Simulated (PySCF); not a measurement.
Ge(F)(Cl)(OH)2 (ClFGeH₂O₂), SMILES [Cl][Ge]([OH])([OH])[F]. Atoms are numbered in the order given.

```xyz
7

O     -0.4353     1.7782     0.4027
Ge    -0.2003     0.0558     0.1492
O     -1.6852    -0.6244    -0.4738
F      0.2080    -0.6437     1.6823
Cl     1.3936    -0.4255    -1.1850
H      0.2756     2.1915     0.9131
H     -2.4658    -0.1790    -0.1128
```
Charge 0, spin multiplicity 1.

Geometry optimised at B3LYP-D3(BJ)/def2-SVP. This is a generated structure with no PubChem entry under its InChIKey; it may be hypothetical. The values are those of a single conformer.

All values below come from PBE0/pcSseg-1 (PySCF).

GIAO shieldings, no solvent; atoms listed in one row are averaged. δ = σ(ref) − σ: ¹⁷O against H2O (σ = 334.2 ppm); ⁷³Ge against GeH4 (σ = 1658.3 ppm); ¹⁹F against CFCl3 (σ = 167.2 ppm); ³⁵Cl against HCl (σ = 945.9 ppm); ¹H against TMS (σ = 31.56 ppm), references at their B3LYP-D3(BJ)/def2-TZVP geometries, non-relativistic (without spin–orbit terms, shifts of atoms bonded to Cl or Br come out too high).

```tsv
nucleus	atoms	count	δ (ppm)
¹⁷O	O1	1	74.7
¹⁷O	O3	1	61.9
⁷³Ge	Ge2	1	337.7
¹⁹F	F4	1	-123.1
³⁵Cl	Cl5	1	61.3
¹H	H6, H7	2	2.65
```
